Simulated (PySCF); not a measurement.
Species: C6H6ClF.
Structure used (GFN2-xTB), in Å, numbered top down from 1:
```xyz
14
C6H6ClF angstrom
F      3.3323   -0.8236   -1.3933
C      2.1598   -0.8021   -0.7414
C      1.3086    0.2119   -0.8696
C      0.0526    0.2640   -0.1901
C     -0.9647    1.1434   -0.1446
Cl    -1.2701    2.6480   -0.8802
C     -1.8011    0.3445    0.8106
C     -0.6394   -0.6811    0.7716
H      2.0152   -1.6808   -0.1307
H      1.5584    1.0446   -1.5119
H     -1.9738    0.8123    1.7777
H     -2.7473   -0.0128    0.4095
H     -0.9041   -1.6476    0.3494
H     -0.1272   -0.8210    1.7206
```

Computed at PBE0/pcSseg-1 (PySCF, non-relativistic), with Q(35Cl) = −0.0817 b: Cl6, 35Cl (I = 3/2): χzz = -70.53 MHz, η = 0.108.

(1) Where would the pure quadrupole (NQR) lines of 35Cl at Cl6 fall for the rigid, isolated species?

(2) Apply the simplest Townes–Dailey estimate (no s hybridisation, no π bonding), ionic character = 1 − χzz/χ0, where χ0 is the coupling for one missing p electron along the bond: −109.74 MHz for 35Cl.

Results:

(1) From ν = (|χ|/2)√(1 + η²/3): ν = 35.33 MHz (vinyl chlorine). For 37Cl the ratio of quadrupole moments, 0.7881, gives 27.85 MHz.

(2) Cl6 on C5: 1 − (-70.53)/(-109.74) = 0.36. In this model a purely covalent bond gives χ0 and a free halide ion gives zero; s hybridisation or π bonding, where present, is counted here as ionic character.

In a crystal, neighbours and librations shift these lines. GFN2-xTB bond lengths can be off by several hundredths of an ångström, more for odd bonds, and the gradients follow them. A larger basis could move these couplings by a tenth or more.

The run behind these numbers computed NMR shieldings as well. The run took 39 s of wall time on Arm Neoverse N1, one thread, shared host, and the process peaked at 0.77 GiB of memory.

One conformer stands for the species.
